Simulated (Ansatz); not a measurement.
TaTe₂, relaxed as a doublet with UKS PBE-D4/def2-TZVP in Ansatz, starting from the GFN2-xTB geometry. Force threshold 0.02 eV/Å.

In the def2 sets Ta, Te take a core potential; there is no spin–orbit coupling. The charge 0 doublet is spin-contaminated (final ⟨S²⟩ up to 1.44, 0.75 for a pure state). The relaxation made no stability test and no search for a lower SCF solution. At PBE-D4/def2-TZVP a quartet of charge 0 lies 0.19 eV below the doublet, each at its own geometry. The structure comes from a short search, and lower isomers may exist.

Start:

```xyz
3

Ta   -0.892    0.777   -1.196
Te   -0.698   -0.968    1.073
Te    1.590    0.190    0.122
```

**Question.** Estimate the energy that the relaxation releases and the steps that it takes.

**Answer.** 6.2 kcal/mol, in 5 steps; 12 s on 4 threads of Arm Neoverse V2 on a shared host. No frequencies were taken in this run, so the end may be a saddle point.

**Question.** Does the start keep its bonding and symmetry?

**Answer.** By distances, no bond broke or formed. The bond that changes most is Ta1–Te3, from 2.87 to 2.68 Å (atoms count from 1). Point group C2v at the start, C2v at the end, both within 0.05 Å.

**Question.** Predict the relaxed structure.

**Answer.** 
```tsv
atom	x (Å)	y (Å)	z (Å)
Ta1	-0.813	0.709	-1.091
Te2	-0.739	-0.935	1.022
Te3	1.553	0.226	0.069
```
Bond lengths: 2 × Ta–Te 2.68 Å; 1 × Te–Te 2.74 Å.
